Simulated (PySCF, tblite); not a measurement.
Species: C₆H₄FN.
SMILES: `N#CC1=CCC=C1F`

Computed with PBE0/pcSseg-1 in PySCF (dipole) on a GFN2-xTB geometry, gas phase.

Take the most abundant isotopes and a rigid rotor. 

**Question.** Give the principal moments of inertia and the rotational constants in GHz.

**Answer.** Ia = 145.93, Ib = 263.22, Ic = 406.06 u·Å²; 505379 MHz·u·Å²/I gives 3463, 1920 and 1245 MHz, that is A = 3.4632, B = 1.9200, C = 1.2446 GHz.

**Question.** Classify the top.

**Answer.** An asymmetric top: κ = (2 × 1920 − 3463 − 1245)/(3463 − 1245) = -0.39.

**Question.** What does the inertial defect say?

**Answer.** Not planar: Δ = Ic − Ia − Ib = -3.09 u·Å². For a rigid frame Δ = −2 Σ m c², so Σ m c² = 1.55 u·Å² lies off the ab plane, practically all of it from hydrogen. The atom farthest from that plane is 0.88 Å away.

**Question.** Give the coordinates in the principal-axis frame, origin at the centre of mass.

**Answer.** The sense of each axis is arbitrary; atoms in the order of the calculation.
```
atom  mass (u)   a (Å)   b (Å)   c (Å)
  N1    14.003   2.887  -0.333  -0.002
  C2    12.000   1.742  -0.376   0.000
  C3    12.000   0.336  -0.429   0.001
  C4    12.000  -0.444  -1.532   0.002
  C5    12.000  -1.878  -1.131  -0.001
  C6    12.000  -1.825   0.359  -0.001
  C7    12.000  -0.541   0.737   0.000
  F8    18.998  -0.077   1.988   0.001
  H9     1.008  -0.108  -2.552   0.003
 H10     1.008  -2.406  -1.523   0.871
 H11     1.008  -2.398  -1.520  -0.880
 H12     1.008  -2.688   0.996  -0.005
```

**Question.** Predict some low-J microwave lines.

**Answer.** The dipole components are |μa| = 5.01 D, |μb| = 2.13 D, |μc| = 0.00 D; the mirror of this Cs structure is the ab plane, so μc vanishes by symmetry and there are no c-type lines. The squared components, which scale the intensities, stand as 1.00 : 0.18 (a : b). Some lines, for components of 0.1 D or more:

```csv
type,branch,"J(Ka,Kc)",MHz,lower level (cm⁻¹)
a,Q,"1(1,0) ← 1(1,1)",675,0.157
b,Q,"2(1,1) ← 2(0,2)",3072,0.311
a,Q,"3(1,2) ← 3(1,3)",4022,0.625
b,Q,"3(2,1) ← 3(1,2)",4567,0.759
b,Q,"3(1,2) ← 3(0,3)",4597,0.606
b,Q,"2(2,0) ← 2(1,1)",4807,0.413
a,R,"2(1,1) ← 1(1,0)",7005,0.180
b,Q,"3(2,2) ← 3(1,3)",7769,0.625
a,R,"3(1,3) ← 2(1,2)",8381,0.346
b,R,"3(2,2) ← 2(1,1)",14123,0.413
b,R,"3(2,1) ← 2(1,2)",16970,0.346
```

**Question.** Estimate the classical rotational partition function at 10 K, 100 K and 500 K.

**Answer.** Point group Cs, symmetry number σ = 1; q = (√π/σ)·√((kT/h)³/(ABC)), k/h = 20836.6 MHz/K: 1850 at 10 K, 58600 at 100 K, 655000 at 500 K.

Its GFN2-xTB frequencies are all real (lowest 129 cm⁻¹). Constants of a rigid frame at the computed geometry: no zero-point averaging, no centrifugal distortion. Quadrupole hyperfine structure (14N) is left out.
